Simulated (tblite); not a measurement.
C₆H₉N₂ (doublet state).
SMILES: `NC1C[C](C=CC=1)N`

Method: GFN2-xTB as coded in tblite; computed harmonic values from a numerical Hessian at the method's own geometry, unscaled. Errors from tens to a few hundred cm⁻¹ against measured bands are possible. Open shells enter through the occupations alone, without spin polarisation, and single modes of such species can be off by tens of per cent.

Harmonic wavenumbers (cm⁻¹): 85.7, 204.2, 292.3, 312.2, 323.4, 341.9, 410.9, 451.5, 460.2, 488.2, 489.6, 653.7, 685.5, 718.0, 746.2, 835.8, 856.8, 918.0, 918.6, 939.7, 1024.9, 1049.2, 1109.1, 1148.3, 1162.1, 1229.3, 1286.0, 1305.2, 1346.6, 1373.2, 1430.7, 1450.8, 1500.4, 1503.9, 1553.4, 1630.7, 2774.2, 2835.5, 3059.2, 3061.0, 3106.8, 3416.7, 3417.9, 3475.5, 3476.7.

A = 3595, B = 1781, C = 1202 MHz; mass 109.077 u (most abundant isotopes); point group C2, symmetry number 2; spin multiplicity 2.

Q: What is the zero-point energy?

A: ½Σν̃ = 30430 cm⁻¹ = 87.00 kcal/mol.

Q: Give the ideal-gas entropy at 298.15 K and 1 bar in the rigid-rotor, harmonic-oscillator model (classical rotation).

A: Translation 40.00, rotation 26.75, vibration 17.49, spin (R ln 2) 1.38: S = 85.6 cal/(mol K).

Q: And Cp and H(298.15 K) − H(0)?

A: Cp = 33.46 cal/(mol K), of which vibrations give 25.51 (their classical limit is 45 R = 89.4); H(298.15 K) − H(0) = 5.59 kcal/mol without the zero-point energy, 3.23 from vibrations.

Q: What must be added to the electronic energy to get the Gibbs energy at 298.15 K and 1 bar?

A: ZPE + [H(298.15 K) − H(0)] − T·S = 87.00 + 5.59 − 25.53 = 67.06 kcal/mol.

Q: Which modes carry the vibrational entropy at 298.15 K?

A: 85.7 cm⁻¹: 3.76; 204.2 cm⁻¹: 2.09; 292.3 cm⁻¹: 1.46; 312.2 cm⁻¹: 1.35; 323.4 cm⁻¹: 1.29; 341.9 cm⁻¹: 1.20 cal/(mol K); the other 39 give 6.33 together.

Q: Blend soft modes into free rotors: weight 1/[1 + (100 cm⁻¹/ν̃)⁴] for the oscillator and the rest for a rotor with moment μB/(μ + B), μ = h/(8π²ν), B = 10⁻⁴⁴ kg m². What vibrational entropy results?

A: 17.03 cal/(mol K) in place of 17.49, which changes −T·S at 298.15 K by +0.14 kcal/mol.

Q: How do the functions run with temperature in this model?

A: 
```tsv
T (K)	S (cal/(mol K))	Cp (cal/(mol K))	H − H(0) (kcal/mol)	G − H(0) (kcal/mol)	ln q(vib)
50	54.6	9.4	0.42	-2.31	0.09
100	62.2	13.1	0.98	-5.24	0.45
373.15	93.9	40.6	8.38	-26.67	4.78
500	107.3	50.7	14.19	-39.44	7.34
750	130.6	64.3	28.71	-69.25	12.49
1000	150.4	73.0	45.95	-104.44	17.43
```

q(vib) and H(0) count from the zero-point level.

Hindered rotation and anharmonicity are outside this model. The structure is chiral; the term R ln 2 for an equal mix with its mirror image is left out.

Shape of the structure used: `[NH2:1][C:2]1[CH:3]=[CH:4][CH:5]=[C:6]([NH2:7])[CH2:8]1`: H–N1–C2–C3 -152°, H–N1–C2–C3 -18°, H–N7–C6–C5 -18°, H–N7–C6–C5 -152°.
